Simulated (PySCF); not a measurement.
Compounds:

A. `FC(F)(F)P1CCOCC1`
B. `Fc1ccc(-n2ncnc2F)cc1`
C. `InChI=1S/C5H8N2O/c1-4(2)5-7-6-3-8-5/h3-4H,1-2H3`

Spectrum 1. 1H NMR (400 MHz, computed): δ 8.47 (m, 2H), 7.76 (m, 1H), 7.52 (m, 2H). 13C{1H} NMR (computed): δ 171.3 (C), 165.6 (C), 151.4 (CH), 136.3 (C), 125.8 (CH), 122.5 (CH).

Spectrum 2. 1H NMR (400 MHz, computed): δ 8.09 (s, 1H), 3.10 (sept, 1H), 1.52 (d, 6H). 13C{1H} NMR (computed): δ 179.9 (C), 156.5 (CH), 30.7 (CH), 25.2 (CH3).

Spectrum 3. 1H NMR (400 MHz, computed): δ 4.01 (m, 4H), 1.98 (m, 4H). 13C{1H} NMR (computed): δ 141.4 (C), 68.9 (CH2), 24.7 (CH2).

Relativity neglected, one computed conformer, gas phase, equivalent nuclei averaged. σ from GIAO-PBE0/pcSseg-1; geometry from GFN2-xTB; PySCF 2.14.

Scale: 1H (31.72 ppm) and 13C (186.93 ppm) against TMS (reference shieldings calculated alike). Splittings of carbon signals by F and P are missing where no couplings were computed. Where no couplings were computed, multiplicities follow the n + 1 count of equivalent neighbours, and m marks all less simple cases (inequivalent or close neighbours, rings, F or P nearby). Shifts are as computed. Against solution values, carbons near 30 ppm lie about +3 ppm off and those near 130 ppm about +5 ppm. Of 1211 compounds with measured shifts, 218 miss one by over three times the rms of a fit or turn the order of signals round; such compounds aren't used in these exercises.

Q: Match each spectrum to its structure.

A: 1–B, 2–C, 3–A.

- Spectrum 1 (B): 6 13C signals; δC 171.3 is an aromatic carbon bearing fluorine; δC 165.6 is an aromatic carbon bearing fluorine.
- Spectrum 2 (C): 4 13C signals; δC 30.7 is an sp3 CH on an aromatic ring; δC 25.2 is a methyl carbon.
- Spectrum 3 (A): 3 13C signals; δC 141.4 is a CF3 carbon; δC 68.9 is an sp3 CH2 bonded to O.
